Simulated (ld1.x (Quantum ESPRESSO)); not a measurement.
indium: one change to a TM potential, before and after

| Item | Value |
| --- | --- |
| Element | In |
| Generator | ld1.x (Quantum ESPRESSO) 7.5 |
| Type | norm-conserving Troullier–Martins (Kleinman–Bylander form) |
| Functional | LDA (PZ) |
| Relativity | fully relativistic |
| Frozen core | [Kr] |
| Valence charge | 13 |
| Reference configuration | 4d10 5s2 5p0 (charge +1) |
| Partial waves | 5p (bound, empty): rc 1.85 bohr; 4d (bound): rc 1.65 bohr; 5s (bound): rc 2.20 bohr |
| Local potential | the s channel |
| Core correction | none |

Open shells are filled in proportion to 2j + 1 (rel_dist='average').

Change: wave 5p (bound): rc 1.85 bohr becomes 5p (bound): rc 1.50 bohr.

Cutoffs: the cutoffs (Ry, on a coarse ladder) from which the occupation-weighted sum of valence levels, in a spherical-Bessel basis at the reference potential, stays within 10 and 1 mRy of its value at 400 Ry; they do not see the model core or the augmentation charge, which bear on the density cutoff. Errors are all-electron minus pseudo energies relative to the spin-unpolarised reference configuration.

Question: What does the change do?

Answer: The potential gets neither clearly harder nor softer (80 Ry and 120 Ry → 80 Ry and 120 Ry); both files keep a bound ghost (p); of the 7 tests that both files solve, the error grows in 3 and shrinks in 2 by more than 15 % and 0.3 meV (median size 2.9 → 3.5 meV); the range in which the p3/2 phases agree widens (upper end 3.8 → at the end of the scan).

| quantity | base | changed |
| --- | --- | --- |
| cutoff, loose | 80 Ry | 80 Ry |
| cutoff, tight | 120 Ry | 120 Ry |
| bound ghosts | p1/2, p3/2 | p3/2, p1/2 |
| error for 4d10 5s2 5p1, meV [ΔE -5.61 eV] | +1.3 | +3.5 |
| error for 4d10 5s1 5p0, meV [ΔE 19.66 eV] | +2.9 | +2.9 |
| error for 4d10 5s0 5p0, meV [ΔE 48.40 eV] | +13 | +13 |
| error for 4d10 5s1 5p1, meV [ΔE 6.68 eV] | +0.2 | -0.9 |
| error for 4d9 5s2 5p1, meV [ΔE 19.61 eV] | -199 | -151 |
| error for 4d9 5s2 5p2, meV [ΔE 12.58 eV] | -210 | -119 |
| error for 4d10 5s2 5p0.5, meV [ΔE -3.56 eV] | +0.4 | +1.3 |
| s: phases at 2.40 bohr within 0.05 rad from the reference energy up to (Ry; the scan ends near 5) | 2.7 | 2.7 |
| p1/2: phases at 2.40 bohr within 0.05 rad from the reference energy up to (Ry; the scan ends near 5) | 4.5 | 5.0 |
| p3/2: phases at 2.40 bohr within 0.05 rad from the reference energy up to (Ry; the scan ends near 5) | 3.8 | to the end of the scan |
| d3/2: phases at 2.40 bohr within 0.05 rad from the reference energy up to (Ry; the scan ends near 5) | 0.0 | 0.0 |
| d5/2: phases at 2.40 bohr within 0.05 rad from the reference energy up to (Ry; the scan ends near 5) | 0.0 | 0.0 |

Changed file: The cutoffs count occupied waves only; the empty 5p level needs 140 Ry at the loose tolerance. A true bound ghost makes a file unfit for plane-wave use even where its test errors are small: the radial tests pick states by their node count and pass the ghost by.
